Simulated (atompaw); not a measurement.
# An all-electron radial function and its pseudo partner (B (Z = 5))

Columns: radius, all-electron u(r) and pseudo u(r) of the 2s shell (level -14.05 eV) of boron in the configuration [He] 2s2 2p0.5; LDA (PW92), scalar-relativistic, PAW (atompaw) scheme, atompaw 4.2.0.5.

```json
{"r (bohr)": "0.092", "all-electron": "-0.2716", "pseudo": "0.0650"}
{"r (bohr)": "0.185", "all-electron": "-0.3212", "pseudo": "0.1306"}
{"r (bohr)": "0.277", "all-electron": "-0.2570", "pseudo": "0.1952"}
{"r (bohr)": "0.369", "all-electron": "-0.1398", "pseudo": "0.2593"}
{"r (bohr)": "0.462", "all-electron": "-0.0014", "pseudo": "0.3231"}
{"r (bohr)": "0.554", "all-electron": "0.1363", "pseudo": "0.3849"}
{"r (bohr)": "0.646", "all-electron": "0.2648", "pseudo": "0.4446"}
{"r (bohr)": "0.738", "all-electron": "0.3790", "pseudo": "0.5015"}
{"r (bohr)": "0.831", "all-electron": "0.4779", "pseudo": "0.5553"}
{"r (bohr)": "0.923", "all-electron": "0.5589", "pseudo": "0.6040"}
{"r (bohr)": "1.015", "all-electron": "0.6238", "pseudo": "0.6471"}
{"r (bohr)": "1.108", "all-electron": "0.6742", "pseudo": "0.6842"}
{"r (bohr)": "1.200", "all-electron": "0.7104", "pseudo": "0.7136"}
{"r (bohr)": "1.292", "all-electron": "0.7346", "pseudo": "0.7352"}
{"r (bohr)": "1.385", "all-electron": "0.7485", "pseudo": "0.7485"}
{"r (bohr)": "1.477", "all-electron": "0.7533", "pseudo": "0.7533"}
{"r (bohr)": "1.569", "all-electron": "0.7504", "pseudo": "0.7504"}
{"r (bohr)": "1.662", "all-electron": "0.7413", "pseudo": "0.7413"}
{"r (bohr)": "1.754", "all-electron": "0.7270", "pseudo": "0.7270"}
{"r (bohr)": "1.846", "all-electron": "0.7088", "pseudo": "0.7088"}
{"r (bohr)": "1.938", "all-electron": "0.6873", "pseudo": "0.6873"}
{"r (bohr)": "2.031", "all-electron": "0.6631", "pseudo": "0.6631"}
{"r (bohr)": "2.123", "all-electron": "0.6373", "pseudo": "0.6373"}
{"r (bohr)": "2.215", "all-electron": "0.6104", "pseudo": "0.6104"}
{"r (bohr)": "2.308", "all-electron": "0.5824", "pseudo": "0.5824"}
{"r (bohr)": "2.400", "all-electron": "0.5544", "pseudo": "0.5544"}
```

(1) How many radial nodes do the two functions have?

(2) At about which radius was the pseudo-wave matched?

(3) Where does each function peak?

(4) Is the pseudo-wave norm-conserving?

Results:

(1) The all-electron 2s function has n − l − 1 = 1; the pseudo-wave has 0, since the states of the same l below it are removed with the core.

(2) 1.40 bohr, where the columns begin to agree (steps of 0.09 bohr).

(3) Outermost all-electron maximum near 1.48 bohr, pseudo maximum near 1.48 bohr (to the table’s step).

(4) No, it belongs to a PAW set: the norm inside the radius is not constrained, and the difference is carried by the augmentation charge.
